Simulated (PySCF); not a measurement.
C2H6BFN2. Atoms are numbered in the order given.

```xyz
12

C      1.8857     0.6189    -0.0460
C      0.7885    -0.1252     0.1354
F      0.9548    -1.3761     0.6542
B     -0.7275     0.2221    -0.1668
N     -1.6682    -0.7897     0.1265
N     -1.0779     1.4853    -0.7007
H      1.8035     1.6260    -0.4597
H      2.8801     0.2426     0.2109
H     -1.3658    -1.6767     0.5072
H     -2.6664    -0.7122    -0.0130
H     -2.0286     1.7579    -0.9122
H     -0.4008     2.2063    -0.9044
```
Charge 0, spin multiplicity 1.

Geometry: r2SCAN-D4/def2-SVP. This is a generated structure with no PubChem entry under its InChIKey; it may be hypothetical. Other conformers were not sampled.

Method: TDA-B3LYP/def2-SVPD run with PySCF 2.14.0.

Vertical excitations. 

Computed excitation energies, oscillator strengths and character:
| state | energy (eV) | λ (nm) | f | main pairs |
|---|---|---|---|---|
| S1 | 5.74 | 216 | 0.057 | HOMO→LUMO 85 % |
| S2 | 5.84 | 212 | 0.000 | HOMO→LUMO+1 94 % |
| S3 | 6.19 | 200 | 0.000 | HOMO−1→LUMO+1 93 % |
| S4 | 6.73 | 184 | 0.519 | HOMO−1→LUMO 77 % |
| S5 | 6.94 | 179 | 0.015 | HOMO→LUMO+2 90 % |
| S6 | 7.10 | 175 | 0.043 | HOMO→LUMO+3 70 %, HOMO−1→LUMO+2 17 % |
| S7 | 7.18 | 173 | 0.009 | HOMO−1→LUMO+2 74 %, HOMO→LUMO+3 20 % |
| S8 | 7.29 | 170 | 0.001 | HOMO−3→LUMO 78 %, HOMO−1→LUMO+3 15 % |
| S9 | 7.39 | 168 | 0.009 | HOMO−1→LUMO+3 80 %, HOMO−3→LUMO 14 % |
| S10 | 7.81 | 159 | 0.017 | HOMO−2→LUMO 88 % |
| T1 | 3.94 | 315 | 0 | HOMO−1→LUMO 67 %, HOMO→LUMO 29 % |
| T2 | 5.01 | 247 | 0 | HOMO→LUMO 68 %, HOMO−1→LUMO 29 % |
| T3 | 5.66 | 219 | 0 | HOMO→LUMO+1 89 % |
| T4 | 6.10 | 203 | 0 | HOMO−1→LUMO+1 85 % |
Triplets are in the Tamm–Dancoff approximation.
